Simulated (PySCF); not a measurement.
The scaffold silaethenyl-X carries different groups X. Isolated molecules, 0 K electronic values unless said otherwise. One relaxed conformer stands for each flexible species; it need not be the lowest. Strings in code marks are SMILES.

The numbers are results of PBE0-D3(BJ)/def2-TZVP run with PySCF, not measurements. Delta-SCF ions had no search for a lower state. Excitations are Tamm–Dancoff values on a coarser integration grid. The basis has no diffuse functions, so Rydberg states are missing or too high.

A: X = hydroxy (`C=[SiH]O` (C–Si–O–H torsion 0°))
B: X = isopropyl (`C=[SiH]C(C)C` (C–Si–C–C torsion 125°))
C: X = mercapto (`C=[SiH]S` (C–Si–S–H torsion 1°))
D: X = selanyl (`C=[SiH][SeH]` (C–Si–Se–H torsion 0°))
E: X = chloro
F: X = thioformyl (`C=[SiH]C=S` (C–Si–C–S torsion 0°))

Question: Which member has the highest T1 excitation (TDA)?

Answer: A (3.24 eV); next is C (2.86 eV).
